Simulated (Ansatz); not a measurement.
C₅H₅, SMILES [CH]1C=CC=C1, multiplicity 2.

Geometry optimised at PBE0-D3(BJ)/def2-SVP. The isomer is the one that the SMILES or the coordinates give; other isomers of the formula were not compared.

Two levels are set side by side: PBE/def2-SVPD (Ansatz, an electronic-structure program) and CAM-B3LYP/def2-SVPD (Ansatz). Energy differences of separate SCF runs at the same geometry; the states with an electron removed or added have multiplicity 3 and 1. Differences are taken from unrounded values.

```json
[
 {"quantity": "vertical ionisation energy (eV)", "CAM-B3LYP": "8.47", "PBE": "8.43", "PBE minus CAM-B3LYP": "-0.04"},
 {"quantity": "vertical electron affinity (eV)", "CAM-B3LYP": "1.55", "PBE": "1.60", "PBE minus CAM-B3LYP": "0.05"}
]
```
